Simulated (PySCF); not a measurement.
CH9ClOSi3, SMILES C[SiH2]O[Si@H]([SiH3])Cl. Heavy atoms are numbered as in [CH3:1][SiH2:2][O:3][Si@H:4]([SiH3:5])[Cl:6]. Hydrogens are named by the atom that carries them.

Geometry optimised at PBE-D3(BJ)/def2-SVP. The structure was generated by enumeration; whether it is a known compound was not checked. One conformer was computed; it need not be the lowest.

Calculation: PBE0/pcSseg-1 in PySCF.

GIAO shieldings, no solvent; atoms alike by connectivity are averaged. δ = σ(ref) − σ: ¹³C against TMS (σ = 186.3 ppm); ²⁹Si against TMS (σ = 352.7 ppm); ¹⁷O against H2O (σ = 334.2 ppm); ³⁵Cl against HCl (σ = 945.9 ppm); ¹H against TMS (σ = 31.56 ppm), references at their B3LYP-D3(BJ)/def2-TZVP geometries, non-relativistic (without spin–orbit terms, shifts of atoms bonded to Cl or Br come out too high).

Problem. Estimate the chemical shifts. (An estimate is asked for; the answer gives what the named calculation found.)

Solution. 
```tsv
nucleus	atoms	count	δ (ppm)
¹³C	C1 (CH3)	1	2.4
²⁹Si	Si4 (SiH)	1	11.3
²⁹Si	Si2 (SiH2)	1	-9.4
²⁹Si	Si5 (SiH3)	1	-104.0
¹⁷O	O3	1	73.7
³⁵Cl	Cl6	1	79.5
¹H	H on Si4	1	6.36
¹H	H on Si2	2	5.55
¹H	H on Si5	3	4.00
¹H	H on C1	3	0.97
```
